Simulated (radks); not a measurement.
Q: Spherical quantum dot in the effective-mass picture: electrons in a parabolic well V = omega^2 r^2 / 2 with omega = 0.792, all in effective atomic units (hartree* = m*/eps^2 hartree, bohr* = eps/m* bohr), one dielectric constant everywhere. Calculated with a radial shooting solver with Libxc functionals: non-relativistic Kohn-Sham, r2SCAN, spin-polarised, spherical densities, generalised Kohn-Sham scheme. Levels are named by radial order and angular momentum (1s, 1p, 1d, 2s, ...), and open shells are averaged over m. Results are scaled to m* = 0.579 and eps = 16.2, for which hartree* = 60.03 meV and bohr* = 1.481 nm. At N = 15 the configuration is 1s2 1p6 1d(up 5, down 2). Does electron 16 go into 2s up or 2s down or 1d down?

A: Into 1d down. The total energies of the other choices lie higher by 2.70 meV (2s up), 4.69 meV (2s down).
